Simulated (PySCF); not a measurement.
Ground-state electric properties of a mixed set of molecules.

All values: CAM-B3LYP/def2-SVPD (PySCF) at GFN2-xTB geometries, gas phase, one conformer each. Core orbitals are frozen in the response; Δα² is half the sum of the squared differences of the principal polarisabilities.

(1) Rank by polarisability anisotropy Δα, lowest first.
A. `[F:1][CH2:2][C:3]1=[CH:4][CH2:5][CH:6]=[CH:7][O:8]1` with F1–C2–C3–C4 0°
B. `[CH3:1][S@:2](=[O:3])/[C:4]([F:5])=[CH:6]\[Cl:7]` with C1–S2–C4–F5 59°
C. `[CH2:1]=[CH:2][P:3]1(=[O:4])[CH2:5][CH:6]=[CH:7][CH2:8]1` with C1–C2–P3–O4 0°, C2–P3–C5–C6 86°, P3–C5–C6–C7 16°, C6–C7–C8–P3 -16°, C2–P3–C8–C7 -85°
D. `C#Cc1cpc(C)s1`
E. `[CH3:1][CH2:2][Si@H:3]([SiH3:4])[C:5]([F:6])([F:7])[F:8]` with C1–C2–Si3–Si4 -62°
F. `[CH3:1][C:2]#[C:3][C:4](=[O:5])[C@H:6]([CH3:7])[F:8]` with C3–C4–C6–C7 108°

(2) Rank by HOMO energy, highest first.
A. `C(C)#CC([C@@H](F)C)=O`
B. `C[S@](=O)/C(F)=C\Cl`
C. `CC[Si@H]([SiH3])C(F)(F)F`
D. `[SiH3][SiH2]Cc1ncco1`
E. `FCC1=CCC=CO1`
F. `C=CP1(=O)CC=CC1`

Results:

(1) E (2.75 Å³), C (3.88 Å³), B (4.54 Å³), A (4.77 Å³), F (6.94 Å³), D (12.44 Å³).

(2) E (-7.60 eV), D (-8.35 eV), B (-8.67 eV), F (-8.90 eV), A (-9.31 eV), C (-10.05 eV).

All values together:

```tsv
SMILES	formula	μ (D)	HOMO (eV)	LUMO (eV)	α (Å³)	Δα (Å³)	electrons	α per electron (Å³)
FCC1=CCC=CO1	C6H7FO	1.52	-7.60	1.14	10.53	4.77	60	0.176
CC[Si@H]([SiH3])C(F)(F)F	C3H9F3Si2	3.15	-10.05	0.46	14.06	2.75	82	0.171
CC#CC(=O)[C@H](C)F	C6H7FO	2.51	-9.31	-0.71	11.36	6.94	60	0.189
C=CC(=C)CC(F)F	C6H8F2	2.40	-8.39	-0.13	11.34	5.79	62	0.183
C#Cc1pcc(C)s1	C6H5PS	2.16	-7.59	-0.97	17.22	12.30	72	0.239
[SiH3][SiH2]Cc1ncco1	C4H9NOSi2	2.12	-8.35	0.76	16.21	5.98	76	0.213
C#Cc1cpc(C)s1	C6H5PS	0.82	-7.69	-0.69	17.14	12.44	72	0.238
C[S@](=O)/C(F)=C\Cl	C3H4ClFOS	3.73	-8.67	-0.07	11.36	4.54	72	0.158
C=CP1(=O)CC=CC1	C6H9OP	4.10	-8.90	0.46	13.48	3.88	68	0.198
```

Conformers: `[F:1][CH2:2][C:3]1=[CH:4][CH2:5][CH:6]=[CH:7][O:8]1` with F1–C2–C3–C4 0°; `[CH3:1][CH2:2][Si@H:3]([SiH3:4])[C:5]([F:6])([F:7])[F:8]` with C1–C2–Si3–Si4 -62°; `[CH3:1][C:2]#[C:3][C:4](=[O:5])[C@H:6]([CH3:7])[F:8]` with C3–C4–C6–C7 108°; `[CH2:1]=[CH:2][C:3](=[CH2:4])[CH2:5][CH:6]([F:7])[F:8]` with C1–C2–C3–C4 179°, C2–C3–C5–C6 -78°, C3–C5–C6–F7 -71°; `[SiH3:1][SiH2:2][CH2:3][c:4]1[n:5][cH:6][cH:7][o:8]1` with Si1–Si2–C3–C4 46°, Si2–C3–C4–N5 -44°; `[CH3:1][S@:2](=[O:3])/[C:4]([F:5])=[CH:6]\[Cl:7]` with C1–S2–C4–F5 59°; `[CH2:1]=[CH:2][P:3]1(=[O:4])[CH2:5][CH:6]=[CH:7][CH2:8]1` with C1–C2–P3–O4 0°, C2–P3–C5–C6 86°, P3–C5–C6–C7 16°, C6–C7–C8–P3 -16°, C2–P3–C8–C7 -85°.

Question: How closely does the mean polarisability follow the number of electrons in this set?

Answer: The correlation coefficient is 0.64; α per electron runs from 0.158 to 0.239 Å³.
